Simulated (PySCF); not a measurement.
Ethyl methyl carbonate, SMILES CCOC(OC)=O (C₄H₈O₃) (GFN2-xTB optimised geometry):

```
15

C     -2.664     0.994     0.000
C     -1.193     1.364     0.000
O     -0.430     0.152     0.000
C      0.890     0.302     0.000
O      1.476     1.348     0.000
O      1.462    -0.904     0.000
C      2.883    -0.904     0.000
H     -2.901     0.406     0.882
H     -3.266     1.898     0.000
H     -2.901     0.406    -0.882
H     -0.927     1.950    -0.887
H     -0.927     1.950     0.887
H      3.180    -1.950     0.000
H      3.266    -0.396    -0.888
H      3.266    -0.397     0.888
```

Level of theory: PBE0/def2-TZVP in PySCF.

Problem. What are the frontier orbital energies and the dipole moment?

Solution. HOMO-2 -8.87 eV, HOMO-1 -8.68 eV, HOMO -8.33 eV, LUMO 1.24 eV, LUMO+1 1.27 eV; dipole moment 0.65 D.

On the same geometry PBE/def2-TZVP run with PySCF gives HOMO-2 -7.30 eV, HOMO-1 -7.09 eV, HOMO -6.57 eV, LUMO 0.09 eV, LUMO+1 0.42 eV; dipole moment 0.68 D.

Meta-Löwdin charges at PBE0/def2-TZVP: C1 -0.35, C2 0.01, O3 -0.34, C4 0.66, O5 -0.51, O6 -0.34, C7 -0.13, H8 0.12, H9 0.13, H10 0.12, H11 0.12, H12 0.12, H13 0.14, H14 0.13, H15 0.13.
